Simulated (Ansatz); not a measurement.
The cluster Cu2H⁺. Charge 1, multiplicity 5. Geometry PBE-D4/def2-TZVP; atoms count from 1.

Cartesian coordinates in Å:
```
Cu -1.175 -6.027 3.969
Cu -1.007 6.059 -3.968
H 2.183 -0.031 -0.001
```

In the quintet geometry the species has come apart into loosely held pieces. At PBE0-D4/def2-TZVP a singlet of charge 1 lies 6.53 eV below the quintet, each at its own geometry. The structure comes from a short search, and lower isomers may exist.

Problem. Estimate the Mulliken populations from the PBE0/def2-TZVP orbitals of Ansatz.

Solution. 
```json
{"atom": "Cu1", "charge (e)": "0.50", "spin (α − β)": "1.50", "d electrons": "9.50"}
{"atom": "Cu2", "charge (e)": "0.50", "spin (α − β)": "1.50", "d electrons": "9.50"}
{"atom": "H3", "charge (e)": "0.00", "spin (α − β)": "1.00", "d electrons": "–"}
```
Mulliken values depend strongly on the basis.

Problem. Where does the spin sit?

Solution. Summed by element: Cu 3.00, H 1.00, of 4 unpaired in all. Largest on single atoms: Cu1 1.50, Cu2 1.50, H3 1.00.

Problem. And the Mayer bond orders between heavy atoms (over 0.3)?

Solution. Cu1–Cu2 0.50 (14.46 Å).
